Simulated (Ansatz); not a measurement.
C$_{3}$HN$_{3}$Sn, SMILES `N#[C][SnH]([C]#N)[C]#N` at its PBE0-D4/def2-TZVP geometry, where that method's forces vanish. Total charge 0; spin multiplicity 1. Sn: def2 effective core potential.

```xyz
8

N    -1.4898    0.8485    2.5607
C    -0.9022    0.6897    1.5837
Sn    0.1707    0.4631   -0.1899
C    -1.0883   -0.5184   -1.5314
N    -1.7782   -1.0343   -2.2949
C     1.7424   -0.8434    0.2232
N     2.6319   -1.5406    0.4423
H     0.7135    1.9353   -0.7935
```

**Question.** What forces (eV/Å) does r2SCAN-D4/def2-TZVPP give on these atoms in the Gaussian-basis code of Ansatz? (An estimate is asked.)

**Answer.** The calculation gave: 
```
N1  -0.290  0.081  0.482
C2   0.252 -0.076 -0.421
Sn3  0.027  0.074 -0.031
C4   0.298  0.217  0.333
N5  -0.341 -0.253 -0.377
C6  -0.389  0.296 -0.091
N7   0.441 -0.343  0.107
H8   0.001  0.003 -0.001
```
